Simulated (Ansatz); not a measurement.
Isolated molecules relaxed with PBE0-D4/def2-TZVP in Ansatz; ΔE leaves out vibrations. CBS: MP2 limit from def2 TZ/QZ plus the TZ coupled-cluster correction, frozen cores. Each species was taken in one conformer, which may not be the lowest.

Reaction (redistribution): `NB(N)Cl` + `NB(O)CO` → `NB(N)CO` + `NB(O)Cl`

```csv
species,CCSD(T)/CBS(def2) energy (Eh)
`NB(N)Cl`,-596.52476
`NB(O)CO`,-271.60510
`NB(N)CO`,-251.72659
`NB(O)Cl`,-616.40523
```

**Question.** Work out ΔE.

**Answer.** ΔE = (-251.72659) + (-616.40523) − (-596.52476) − (-271.60510) = -0.00196 Eh = -5.1 kJ/mol.

Largest T1 diagnostic among the species: 0.011.

In def2-TZVPP, CCSD(T) changes the Hartree–Fock value by −3.7 kJ/mol (the triples alone add −0.7 kJ/mol) and MP2 by −3.6 kJ/mol. Leaving LDA and LC-ωPBE aside and taking each functional with its dispersion term where it has one, the values, not all of them listed here, spread over 3.7 kJ/mol, from revPBE-D4 to BHLYP-D4. At CCSD(T), def2-SVP lies −5.2 kJ/mol from the extrapolated value and def2-TZVPP −1.9 kJ/mol.
